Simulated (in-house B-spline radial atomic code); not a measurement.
Configurations of Ca6+, with energies counted from [Ne] 3s2 3p2. All numbers are computed (Dirac-Hartree-Fock, average of configuration; Fermi nucleus of rms radius 3.4776 fm) with an all-electron radial atomic-structure program (B-spline basis), not measured. Energies include first-order Breit, QED and recoil terms.

Occupations are held fixed; configurations that lie above the ionisation limit could autoionise.

| configuration | E - E(ref) (eV) | highest orbital | its <r> (bohr) |
| --- | --- | --- | --- |
| [Ne] 3s2 3p1 4f1 | 82.452 | 4f7/2 | 2.465 |
| [Ne] 3s2 3p1 6d1 | 104.82 | 6d5/2 | 6.652 |
| [Ne] 3s2 3p1 6f1 | 106.14 | 6f7/2 | 6.692 |
| [Ne] 3s1 3p2 5d1 | 115.9 | 5d5/2 | 4.396 |
| [Ne] 3s1 3p2 5f1 | 118.29 | 5f7/2 | 4.356 |
| [Ne] 3s1 3p2 6g1 | 127 | 6g9/2 | 6.264 |
| [Ne] 3s1 3p2 7g1 | 131.92 | 7g9/2 | 9.043 |

(1) Order these further configurations by energy, lowest first.
A. [Ne] 3s2 3p1 4s1
B. [Ne] 3s2 3p1 5d1
C. [Ne] 3s2 3p1 6g1
D. [Ne] 3s1 3p2 6f1
E. [Ne] 3s2 3p1 5g1

(2) How far above the reference does [Ne] 3s1 3p2 3d1 lie?

(3) How far above the reference does [Ne] 3s2 3p1 7d1 lie?

## Answers

(1) A (59.538 eV), B (95.388 eV), E (98.316 eV), C (106.47 eV), D (126.66 eV).

(2) 52.553 eV; its least bound orbital is 3d5/2 with <r> = 1.123 bohr.

(3) 110.37 eV; its least bound orbital is 7d5/2 with <r> = 9.331 bohr.
